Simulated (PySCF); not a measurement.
Aluminium: a sound run and one with changed settings

Sound run: Al²⁺ [Ne] 3s1, Al³⁺ [Ne]. Calculation: PySCF 2.14, in x2c-TZVPall (5s5p2d1f, 37 functions); scalar relativity by spin-free X2C-1e. The sound run starts from symmetry-adapted Hartree-Fock orbitals and uses a fine grid where one is needed.

Changed run: radial step 0.3 in ln r (0.13 in the sound run). This setting is unsound on purpose.

```
species  method  sound run (hartree)  changed run (hartree)  converged
   Al²⁺     UHF           -241.45947             -241.45947        yes
   Al²⁺    MN15           -241.87910             -241.87797        yes
   Al²⁺    PBE0           -241.77814             -241.77793        yes
   Al³⁺     UHF           -240.42792             -240.42792        yes
   Al³⁺    MN15           -240.84839             -240.84808        yes
   Al³⁺    PBE0           -240.72354             -240.72351        yes
```

Ionisation energy of Al²⁺:

| method | sound run (eV) | changed run (eV) |
| --- | --- | --- |
| UHF | 28.070 | 28.070 |
| MN15 | 28.047 | 28.025 |
| PBE0 | 28.697 | 28.692 |

A coarse radial grid mis-integrates the density and the exchange-correlation energy, with errors of either sign; Hartree-Fock needs no grid.

For comparison, NIST gives 28.448 eV between the lowest levels.
